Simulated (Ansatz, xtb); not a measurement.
Ligand exchange: IBr + C2H4Cl2 → CH3I + CHBrCl2

Species: IBr (iodine monobromide), singlet; C2H4Cl2 `CC(Cl)Cl`, singlet; CH3I (methyl iodide) `CI`, singlet; CHBrCl2 `ClC(Cl)Br`, singlet. The partners trade Br for CH3: I–Br and C–CH3 bonds give way to I–CH3 and C–Br.

Shapes, held fixed at every level: PBE0-D4/def2-TZVP. Programs: Ansatz 0.2.0, xtb 6.7.1. The zero-point and thermal change to 298 K, harmonic and unscaled (PBE0-D4/def2-TZVP), is -5.1 kJ/mol.

**The experiment to reproduce.** Tabulated heats of formation (Active Thermochemical Tables): IBr +40.8; C2H4Cl2 -127.4; CH3I +15.0; CHBrCl2 -51.5 kJ/mol, which give ΔH(298 K) = +50.1 kJ/mol.

```csv
level,kind,ΔH (kJ/mol),computed − measured,CPU time (all species)
GFN0-xTB,semi-empirical,+38.8,-11.3,0.27 s
SPW92/def2-TZVPP,LDA,+53.5,+3.4,12 s
PBE-D4/def2-TZVPP,GGA,+52.0,+1.9,17 s
r2SCAN-D4/def2-TZVPP,meta-GGA,+53.5,+3.5,35 s
PBE0-D4/def2-TZVPP,global hybrid,+56.5,+6.4,20 s
CCSD/def2-SVP,coupled cluster or CI,+68.5,+18.4,–
CCSD/def2-TZVPP,coupled cluster or CI,+49.0,-1.0,–
CCSD(T)/def2-TZVPP,coupled cluster or CI,+45.1,-5.0,3.9 min
```

Nearest: CCSD/def2-TZVPP (-1.0); farthest: CCSD/def2-SVP (+18.4). 6 of 8 levels lie within 10 kJ/mol. For atoms past krypton def2 sets carry core potentials with scalar relativity. Relativity is left out for Br. Outer-core shells of Br, I are correlated in most correlated rows, in sets that cover them unevenly. Times are processor times on shared x86 and Arm servers, and rough.
